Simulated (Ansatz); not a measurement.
Reaction (redistribution): `Cl[SiH2][CH2][GeH3]` + `[AlH2][CH2]CI` → `[AlH2][CH2][CH2][GeH3]` + `Cl[SiH2]CI`

Program: Ansatz. Geometries: PBE0-D4/def2-TZVP. ΔE: electronic, gas phase. CCSD(T)/CBS is the MP2 limit (def2-TZVPP, def2-QZVPP) plus CCSD(T) − MP2 in def2-TZVPP, frozen cores. DFT in def2-TZVPP. Elements past krypton have def2 core potentials. For Ge, I outer-core shells are correlated without core-valence functions, which leaves a few kJ/mol of doubt a bond. Scalar relativity is left out up to krypton. One conformer a species, not always the lowest.

| level | ΔE (kcal/mol) |
| --- | --- |
| PBE-D4 | 7.3 |
| PBE | 7.7 |
| PBE0 | 7.7 |
| HF/def2-TZVPP | 7.9 |

What does CCSD(T)/CBS give? (An estimate is asked.)

Computed: +6.8 kcal/mol. The listed levels differ from it by 0.5, 0.9, 0.9, 1.1 kcal/mol.

Largest T1 diagnostic among the species: 0.011.

The D4 term adds −0.7 kcal/mol with B3LYP and −0.4 kcal/mol with PBE0; it sums over pairs of atoms, weighted by their polarisabilities, and B3LYP, whose exchange is more repulsive, gets the larger term.

CCSD(T)/CBS has its own doubt, a few kJ/mol and more with outer-core shells, so smaller differences from it don't rank the levels.

B3LYP here is the variant with VWN-RPA as its local correlation; programs differ in this.
